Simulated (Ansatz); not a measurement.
Predict a relaxed structure of Ge(SiH3)4 (Si₄GeH₁₂), charge 0, singlet, at r2SCAN-D4/def2-SVP (Ansatz).


Cartesian coordinates in Å:
```
Ge -0.001 -0.001 -0.009
Si -1.466 -1.808 -0.522
H -1.169 -2.346 -1.885
H -2.887 -1.347 -0.486
H -1.291 -2.905 0.477
Si 2.260 -0.689 -0.312
H 2.555 -1.885 0.533
H 3.185 0.417 0.080
H 2.508 -1.039 -1.744
Si -0.330 0.644 2.262
H -1.731 1.124 2.462
H 0.613 1.743 2.631
H -0.088 -0.522 3.165
Si -0.464 1.852 -1.433
H -0.454 1.422 -2.864
H 0.568 2.917 -1.244
H -1.807 2.422 -1.111
```
 This is one stationary point.
